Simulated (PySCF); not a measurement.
Match the calculated data to a structure.

All candidates are C6H7F3Si.

- 1H NMR: chemical shifts (computed TMS as zero) by class: 7.35 (1 H), 6.03 (1 H), 4.66 (2 H), 2.43 (3 H) ppm [GIAO PBE0/pcSseg-1]
- 13C NMR: chemical shifts (computed TMS as zero) by class: 156.8 (1 C), 156.7 (1 C), 146.8 (1 C), 133.7 (1 C), 129.4 (1 C), 17.2 (1 C) ppm [GIAO PBE0/pcSseg-1]
- Dipole: 2.75 D [PBE0/pcSseg-1]
- NMR, other nuclei: isotropic shieldings of nuclei other than C and H, by class: 246 (3 F), 385 (1 Si) ppm [GIAO PBE0/pcSseg-1]
- Rotational structure: rotational constants A, B, C: 1.949, 0.854, 0.670 GHz [GFN2-xTB]

Gas-phase values; electronic properties from PySCF, density fitting. Levels stand in brackets. Geometry: GFN2-xTB; no solvent, vibrations or thermal averaging. NMR classes are plain means over equivalent atoms (diastereotopic ones count apart unless rotation or inversion swaps them), as if these changed places fast.

Task: Which candidate is it?
A. `CC1=C(C(F)(F)F)C=C[SiH2]1`
B. `FC(F)(F)C#CC1C[SiH2]C1`
C. `CC1=C[SiH2]C(C(F)(F)F)=C1`

Result: A. It is `CC1=C(C(F)(F)F)C=C[SiH2]1`. Numbering: `[CH3:1][C:2]1=[C:3]([C:4]([F:5])([F:6])[F:7])[CH:8]=[CH:9][SiH2:10]1`. Its formula, C6H7F3Si, gives 3 degrees of unsaturation: 1 ring and 2 π bonds in the structure found. 6 carbons fall into 6 classes; from least to most shielded: alkene CH carbon [C8] (156.8 ppm), fully substituted alkene carbon [C2] (156.7 ppm), fully substituted alkene carbon [C3] (146.8 ppm), CF3 carbon [C4] (133.7 ppm), alkene CH carbon [C9] (129.4 ppm), allylic carbon [C1] (17.2 ppm). Hydrogen classes from least to most shielded: 1 H on an alkene CH carbon, C8 (7.35 ppm), 1 H on an alkene CH carbon, C9 (6.03 ppm), 2 H on an SiH2 silicon, Si10 (4.66 ppm), 3 H on an allylic carbon, C1 (2.43 ppm, a mean of values up to 0.6 ppm apart in this geometry). The other shieldings belong to: 246 ppm, fluorine of a CF3 group [F5/F6/F7]; 385 ppm, SiH2 silicon [Si10]. By its constants the optimised geometry is an asymmetric top.

The others, at the same levels:
- `CC1=C[SiH2]C(C(F)(F)F)=C1` fails: its computed 13C shifts are 166.2 (1 C), 157.4 (1 C), 141.7 (1 C), 134.5 (1 C), 131.7 (1 C), 25.0 (1 C) ppm, smallest rotational constant is 0.618 GHz (against 0.670 GHz) and dipole moment is 3.48 D (against 2.75 D).
- `FC(F)(F)C#CC1C[SiH2]C1` fails: it has 5 carbon classes against 6; its computed 13C shifts are 124.6 (1 C), 103.6 (1 C), 76.9 (1 C), 23.1 (1 C), 19.3 (2 C) ppm, 1H shifts are 4.79 (1 H), 4.73 (1 H), 3.22 (1 H), 1.94 (2 H), 1.86 (2 H) ppm and rotational constant A is 3.039 GHz (against 1.949 GHz).

Each candidate is one conformer, not necessarily the lowest. The conformers computed, where there is a choice (atom-mapped SMILES and torsion angles):
- `[CH3:1][C:2]1=[C:3]([C:4]([F:5])([F:6])[F:7])[CH:8]=[CH:9][SiH2:10]1`: C2–C3–C4–F5 -118°
- `[CH3:1][C:2]1=[CH:3][SiH2:4][C:5]([C:6]([F:7])([F:8])[F:9])=[CH:10]1`: Si4–C5–C6–F7 180°
